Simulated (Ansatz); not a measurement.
Geometry optimisation, Ansatz, RKS PBE0/def2-SVP.

The input (input.yaml):

```yaml
crystal:
  periodic: [false, false, false]
  atoms:
    - { symbol: F, position_ang: [-0.2168, -2.0611, -1.1233] }
    - { symbol: Si, position_ang: [-0.8485, -0.6505, -0.3394] }
    - { symbol: Se, position_ang: [-0.2748, 1.295, -1.4179] }
    - { symbol: Si, position_ang: [0.8181, 0.6027, 0.5422] }
    - { symbol: F, position_ang: [2.2967, -0.0259, 0.2722] }
    - { symbol: H, position_ang: [-2.1787, -0.6283, 0.2793] }
    - { symbol: H, position_ang: [0.4653, 1.4001, 1.7412] }
basis:
  gaussian: { orbitals: def2-SVP }
hamiltonian:
  xc: pbe0
relax:
  f_tol: 0.02
  max_steps: 50
```

Run as:

```bash
$ ansatz run input.yaml --threads 2 --pin off --max-ram 3072MiB --backend cpu --events-out ev --progress --plain --runs-dir out
```

Task: Where does it end, and by what steps?

Result: The run converged. After 5 steps the energy has fallen by 0.616 eV; H6 moved furthest, 0.27 Å.

```json
{"step": "0", "energy less start (eV)": "0.0000", "largest force component (eV/Å)": "2.319", "accepted": "yes"}
{"step": "1", "energy less start (eV)": "-0.4460", "largest force component (eV/Å)": "1.657", "accepted": "yes"}
{"step": "2", "energy less start (eV)": "-0.5605", "largest force component (eV/Å)": "0.973", "accepted": "yes"}
{"step": "3", "energy less start (eV)": "-0.6059", "largest force component (eV/Å)": "0.184", "accepted": "yes"}
{"step": "4", "energy less start (eV)": "-0.6153", "largest force component (eV/Å)": "0.049", "accepted": "yes"}
{"step": "5", "energy less start (eV)": "-0.6159", "largest force component (eV/Å)": "0.011", "accepted": "yes"}
```

```xyz
7
Properties=species:S:1:pos:R:3
F -0.467 -2.056 -1.136
Si -0.832 -0.693 -0.333
Se -0.258 1.269 -1.354
Si 0.794 0.581 0.555
F 2.353 0.155 0.404
H -2.244 -0.822 0.102
H 0.715 1.498 1.718
```

Run time: 6.8 s on 2 threads of AMD EPYC 9R45 96-Core Processor (Zen 5), with other jobs on the host, peak memory 0.27 GiB.
